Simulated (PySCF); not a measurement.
**Dipole response of Ni⁻ (nickel, charge -1)**

[Ar] 3d9 4s2, 2D determinant. All numbers are calculated (PySCF 2.14, scalar relativity by spin-free X2C-1e, in aug-cc-pVDZ-DK (7s6p4d2f, 59 functions)). Coupled (time-dependent) response in atomic units; α is the mean over directions. A double-zeta set is small for polarisabilities.

```
method  mean α (bohr³)         α xx, yy, zz  C₆ (like pair)  S(−4)
  MN15           351.8  351.6, 351.6, 352.2            6211  92390
```

S(−4) is the Cauchy moment in α(ω) = α(0) + S(−4) ω² + …

α(iu) at MN15:

```json
{"u (hartree)": "0", "α(iu) (bohr³)": "351.8"}
{"u (hartree)": "0.0500", "α(iu) (bohr³)": "217.6"}
{"u (hartree)": "0.100", "α(iu) (bohr³)": "110.9"}
{"u (hartree)": "0.200", "α(iu) (bohr³)": "44.32"}
{"u (hartree)": "0.300", "α(iu) (bohr³)": "24.44"}
{"u (hartree)": "0.500", "α(iu) (bohr³)": "11.44"}
{"u (hartree)": "0.750", "α(iu) (bohr³)": "6.498"}
{"u (hartree)": "1.00", "α(iu) (bohr³)": "4.451"}
{"u (hartree)": "1.50", "α(iu) (bohr³)": "2.626"}
{"u (hartree)": "2.00", "α(iu) (bohr³)": "1.776"}
{"u (hartree)": "3.00", "α(iu) (bohr³)": "0.9885"}
{"u (hartree)": "5.00", "α(iu) (bohr³)": "0.4488"}
```

A single London oscillator, α(iu) = α/(1 + u²/ω²), gives C₆ = (3/4) ω α². Matching the computed C₆ needs ω = 4 × 6211 / (3 × 351.8²) = 0.0669 hartree.

For an ion, C₆ is the dispersion term alone; charge-induced terms of lower order in 1/R come first.

The components differ because the open shell of this determinant is not spherical; for a pure term their mean is the scalar polarisability.
